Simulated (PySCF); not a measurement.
Excitations are Tamm–Dancoff values on a coarser integration grid. The basis has no diffuse functions, so Rydberg states are missing or too high.

Z-matrix (Å, degrees):
```
C
H 1 1.0933
H 1 1.0999 2 106.38
O 1 1.4356 2 105.84 3 -118.57
H 4 0.9641 1 107.80 2 179.98
Si 1 1.8927 2 110.12 3 120.64
H 6 1.4838 1 110.51 2 54.78
H 6 1.4878 7 109.60 1 122.86
H 6 1.4893 7 108.61 8 118.85
```
Charge 0, spin multiplicity 1.

**Question.** Predict the total energy, HOMO and T1 excitation (TDA) from PySCF with r2SCAN-D4/def2-TZVP.

**Answer.** 
- total energy = -11057.95 eV
- HOMO = -6.38 eV
- T1 excitation (TDA) = 6.11 eV
